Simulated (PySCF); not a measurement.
A GIAO shielding run with PySCF (density fitting, non-relativistic, gas phase) on SMILES C[C@]([SiH3])(Cl)CCC#N, C5H10ClNSi:

```
$ OMP_NUM_THREADS=1 python probes_run.py task.json out

{"job": {"kind": "nmr", "xc": "PBE0", "basis": "pcSseg-1"}, "charge": 0, "multiplicity": 1}
C     -1.459951    -1.554570    -0.167626
C     -0.576926    -0.418594    -0.658827
Si    -1.539267     1.246859    -0.732606
Cl    -0.162403    -0.781205    -2.390113
C      0.719534    -0.391849     0.141459
C      1.693495     0.703587    -0.304527
C      2.929320     0.610213     0.427459
N      3.903212     0.524015     1.019737
H     -0.929332    -2.505936    -0.195309
H     -2.352066    -1.643555    -0.782882
H     -1.768245    -1.361039     0.858322
H     -1.691822     1.730536     0.642014
H     -2.838481     0.960760    -1.331575
H     -0.792386     2.197355    -1.551188
H      0.462392    -0.237658     1.193053
H      1.219044    -1.362637     0.060019
H      1.263895     1.694489    -0.133092
H      1.911229     0.595544    -1.370736
```

Hardware: 1 thread of an Arm Neoverse N1, shared host. The job also computes population analyses, field gradients.

(1) How large is the calculation?

(2) How long does it take, and how much memory does it need?

Results:

(1) 78 electrons, 200 basis functions and 1077 auxiliary functions.

(2) 69 s of wall time, with 14 SCF cycles and 5 response iterations; peak memory 0.9 GiB. Times on a shared host scatter by some tens of per cent.
